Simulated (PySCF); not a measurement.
The same gas-phase reaction for Ti, Zr, Hf:
- TiCl4.H2O + F2O → TiCl4 + 2 HOF
- ZrCl4.H2O + F2O → ZrCl4 + 2 HOF
- HfCl4.H2O + F2O → HfCl4 + 2 HOF

Method: PySCF energies plus ideal-gas RRHO corrections (1 bar). † marks an energy on the PBE0/def2-TZVP geometry and frequencies. All species are closed-shell singlets. Hf, Zr: scalar-relativistic def2 core potential, no spin-orbit coupling. Adducts (TiCl4.H2O, ZrCl4.H2O, HfCl4.H2O) have no counterpoise correction, and HF, PBE, BLYP, B3LYP and PBE0 lack dispersion. TiCl4.H2O, ZrCl4.H2O, HfCl4.H2O: computed as isolated molecules; such fragments, hydroxides, amides, oligomers or adducts are transient or little studied in the gas.

ΔH°(298 K) in kJ, by level:

```json
[
 {"level": "ωB97M-V/def2-TZVP†", "Ti": "[?]", "Zr": "111.1", "Hf": "114.1"},
 {"level": "HF/def2-TZVP†", "Ti": "38.2", "Zr": "73.5", "Hf": "75.7"},
 {"level": "BLYP/def2-TZVP†", "Ti": "[?]", "Zr": "86.4", "Hf": "88.2"},
 {"level": "r2SCAN/def2-TZVP†", "Ti": "[?]", "Zr": "117.2", "Hf": "120.4"},
 {"level": "M06-2X/def2-TZVP†", "Ti": "[?]", "Zr": "111.9", "Hf": "115.1"},
 {"level": "PBE0/def2-SVP†", "Ti": "[?]", "Zr": "118.0", "Hf": "123.8"}
]
```

Problem. What belongs in the gaps?

Solution. 
- ωB97M-V/def2-TZVP†, Ti: 79.7
- BLYP/def2-TZVP†, Ti: 59.3
- r2SCAN/def2-TZVP†, Ti: 88.9
- M06-2X/def2-TZVP†, Ti: 82.8
- PBE0/def2-SVP†, Ti: 84.4
